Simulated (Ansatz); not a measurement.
Consider the substitution at a C–P bond: `CP(C)C` + `OBF` → `COBF` + `CPC`.

Gas-phase electronic energies from Ansatz, PBE0-D4/def2-TZVP geometries. CCSD(T)/CBS is the MP2 limit (def2-TZVPP, def2-QZVPP) plus CCSD(T) − MP2 in def2-TZVPP, frozen cores. This one scheme is used for every species. DFT in def2-TZVPP. HSE06 is defined as in plane-wave codes. Each species was taken in one conformer, which may not be the lowest.

CCSD(T)/CBS gives +19.6 kcal/mol.

Problem. Another level gave +18.8 kcal/mol. Which?
A. CAM-B3LYP-D4/def2-TZVPP
B. BLYP/def2-TZVPP
C. HSE06-D4/def2-TZVPP
D. MP2/def2-TZVPP

Solution. C. HSE06-D4 18.8, CAM-B3LYP-D4 17.1, BLYP 15.4, MP2/def2-TZVPP 20.8 kcal/mol.

Largest T1 diagnostic among the species: 0.013.

In def2-TZVPP, CCSD(T) changes the Hartree–Fock value by +3.7 kcal/mol (the triples alone add +0.5 kcal/mol) and MP2 by +5.9 kcal/mol. The D4 term adds +1.5 kcal/mol with B3LYP and +0.8 kcal/mol with PBE0; it sums over pairs of atoms, weighted by their polarisabilities, and B3LYP, whose exchange is more repulsive, gets the larger term.

B3LYP here is the variant with VWN-RPA as its local correlation; programs differ in this.
